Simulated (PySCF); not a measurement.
A calculated (r2SCAN0, PySCF 2.14, def2-TZVPPD, the non-relativistic Hamiltonian (point nucleus)) atom or ion has these occupied shells.

```csv
shell,electrons,orbital energy (eV),"rms radius, mean of both spins (bohr)"
1s α,1,-13176.1,0.0506
1s β,1,-13176.0,0.0506
2s α,1,-1715.8,0.210
2s β,1,-1715.8,0.210
2p α,3,-1543.7,0.185
2p β,3,-1543.6,0.185
3s α,1,-244.18,0.600
3s β,1,-244.07,0.600
3p α,3,-183.06,0.614
3p β,3,-182.91,0.614
3d α,5,-74.585,0.652
3d β,5,-74.449,0.652
4s α,1,-22.820,1.84
4s β,1,-21.145,1.84
4p α,3,-9.932,2.27
4p β,2,-9.004,2.27
```

Task: Name the element and its charge.

Result: Br (bromine, neutral), in [Ar] 3d10 4s2 4p5, 2P determinant.
